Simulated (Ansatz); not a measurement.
`O=[C]([SiH3])[GeH2][F]` + H₂S → `O=C([SiH3])S` + `[F][GeH3]`  (substitution at a C–Ge bond)

Isolated molecules relaxed with PBE0-D4/def2-TZVP in Ansatz; ΔE leaves out vibrations. CCSD(T)/CBS adds triple-zeta CCSD(T) − MP2 to the extrapolated MP2 energy (def2 sets, frozen cores). This one scheme is used for every species. Functionals use def2-TZVPP. B3LYP here is the variant with VWN-RPA as its local correlation; programs differ in this. For Ge outer-core shells are correlated without core-valence functions, which leaves a few kJ/mol of doubt a bond. Scalar relativity is left out up to krypton. One conformer a species, not always the lowest.

```json
{"level": "PBE-D4", "ΔE (kcal/mol)": "-9.1", "difference from CCSD(T)/CBS": "-2.6"}
{"level": "PBE0-D4", "ΔE (kcal/mol)": "-8.3", "difference from CCSD(T)/CBS": "-1.8"}
{"level": "B3LYP-D4", "ΔE (kcal/mol)": "-7.5", "difference from CCSD(T)/CBS": "-1.0"}
{"level": "ωB97M-V", "ΔE (kcal/mol)": "-6.7", "difference from CCSD(T)/CBS": "-0.2"}
{"level": "B2PLYP", "ΔE (kcal/mol)": "-8.1", "difference from CCSD(T)/CBS": "-1.6"}
{"level": "PBE", "ΔE (kcal/mol)": "-9.4", "difference from CCSD(T)/CBS": "-2.9"}
{"level": "r2SCAN", "ΔE (kcal/mol)": "-9.6", "difference from CCSD(T)/CBS": "-3.1"}
{"level": "PBE0", "ΔE (kcal/mol)": "-8.6", "difference from CCSD(T)/CBS": "-2.1"}
{"level": "B3LYP", "ΔE (kcal/mol)": "-7.9", "difference from CCSD(T)/CBS": "-1.4"}
{"level": "HF/def2-TZVPP", "ΔE (kcal/mol)": "-6.1", "difference from CCSD(T)/CBS": "0.4"}
{"level": "SCS-MP2/def2-TZVPP", "ΔE (kcal/mol)": "-7.2", "difference from CCSD(T)/CBS": "-0.7"}
{"level": "CCSD/def2-TZVPP", "ΔE (kcal/mol)": "-5.4", "difference from CCSD(T)/CBS": "1.1"}
{"level": "HF/def2-QZVPP", "ΔE (kcal/mol)": "-6.3", "difference from CCSD(T)/CBS": "0.2"}
{"level": "MP2/def2-QZVPP", "ΔE (kcal/mol)": "-8.2", "difference from CCSD(T)/CBS": "-1.7"}
{"level": "HF/CBS(def2)", "ΔE (kcal/mol)": "-6.3", "difference from CCSD(T)/CBS": "0.2"}
{"level": "MP2/CBS(def2)", "ΔE (kcal/mol)": "-8.2", "difference from CCSD(T)/CBS": "-1.7"}
{"level": "CCSD(T)/CBS", "ΔE (kcal/mol)": "-6.5", "difference from CCSD(T)/CBS": "0"}
```

Largest T1 diagnostic among the species: 0.017.

From PBE to PBE0 (25 % exact exchange), in def2-TZVPP and without D4, ΔE moves by +0.8 kcal/mol.
